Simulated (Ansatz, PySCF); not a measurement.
AsF3, triplet, at a GFN2-xTB geometry (a higher spin typed on purpose: for a closed-shell molecule this is an excited state). Base run: PySCF with WB97X-V/STO-3G.

Here is a job for PySCF.
```python
from pyscf import gto, scf, dft

mol = gto.M(
    atom='''
F    -1.75854617   -0.86921053    0.20925575
As    0.07555063   -0.21534643    0.07876260
F     1.94209977    0.34601691   -0.01789853
F    -0.46057259    1.31279719   -0.48015343
''',
    basis='sto-3g',
    spin=2,
    verbose=4,
)

mf = dft.UKS(mol)
mf.xc = 'wb97x_v'
mf.kernel()
```

The same geometry, method and basis name were run in Ansatz (a program for electronic structure) and PySCF, at each program's defaults and at the settings that a row names. The base is PySCF at its defaults. Differences at the defaults can come from grids, fitting, cores and function types together.

```csv
code and settings,ΔE vs base (µEh),basis functions,E (Eh),SCF cycles,dipole (D)
"PySCF, defaults (exact integrals, its default grid, spherical functions)",0.0,33,-2505.40104,12,0.22
"Ansatz, defaults (factorised integrals, its default grid, spherical functions)",-0.1,33,-2505.40104,-,-
"PySCF, density fitting with def2-universal-jkfit",-2513,33,-2505.40355,12,0.22
"PySCF, fine grid",-8.6,33,-2505.40105,12,0.22
"Ansatz, high accuracy",-4.5,33,-2505.40104,-,-
```

Open shells are given as the SCF converged; they aren't shown to be the lowest states, and a large step between rows can be another state.
